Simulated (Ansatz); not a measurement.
**Which is lower?**

Two relaxed structures of BNH$_{4}$Te, singlet (PBE0-D4/def2-TZVP; forces vanish, vibrations not checked).

A:

```
atom    x (Å)    y (Å)    z (Å)
  N1  -0.8974   0.6147  -0.2192
  B2  -0.9847   0.2016   0.9409
 Te3   1.8042  -1.3510  -0.7647
  H4  -0.8692   0.9620  -1.1483
  H5   2.3386   0.1035  -0.1880
  H6  -1.0598  -0.1914   2.0417
  H7   3.3757  -1.8494  -0.9766
```

B:

N1  (-1.050, 0.852, -0.322)
B2  (-0.434, -0.342, -0.022)
Te3  (1.813, -0.921, -0.907)
H4  (-1.998, 1.018, -0.017)
H5  (-0.634, 1.625, -0.815)
H6  (3.402, -0.362, -1.296)
H7  (2.272, -0.955, 0.677)
(Å)

Program: Ansatz 0.2.0. Basis: def2-TZVPP. Cores are frozen in the correlated methods. Filled d shells of the heavier atoms are correlated. Core potentials replace the inner electrons of the atoms past krypton. The def2 sets are not built for correlating such inner shells, so the correlated values are less sure here. B3LYP uses VWN-RPA correlation.

Problem. Which structure is lower at CCSD(T), and by how much? (To be estimated.)

Solution. By the calculation: A, by 161.1 kJ/mol (electronic energy, against the other). By their contacts, A is a complex of BNH₂ ([BH][NH]) + H₂Te and B is BNH₄Te ([NH2][B][TeH2]).

All methods give the same order:

| method | E(B) − E(A) (kJ/mol) |
| --- | --- |
| PBE-D4 | 137.2 |
| r2SCAN-D4 | 146.3 |
| PBE0-D4 | 144.2 |
| B3LYP-D4 | 161.2 |
| wB97M-V | 166.9 |
| HF | 179.5 |
| MP2 | 181.6 |
| CCSD | 165.4 |
| CCSD(T) | 161.1 |

The T1 diagnostic stays at or below 0.015. The restricted Hartree–Fock reference is unstable towards an unrestricted one at one or more of these structures.

Labels in which every atom is bracketed show which atoms are joined, not bond orders.

For scale, one of the runs: CCSD(T)/def2-TZVPP, 168 basis functions, launched by `ansatz run in.yaml --threads 2 --pin off --events-out ev --progress --plain --max-ram 4352MiB`. Hardware: 2 CPU threads of an Arm Neoverse V1, shared host. Wall time 53 s; peak host memory 1.6 GiB.
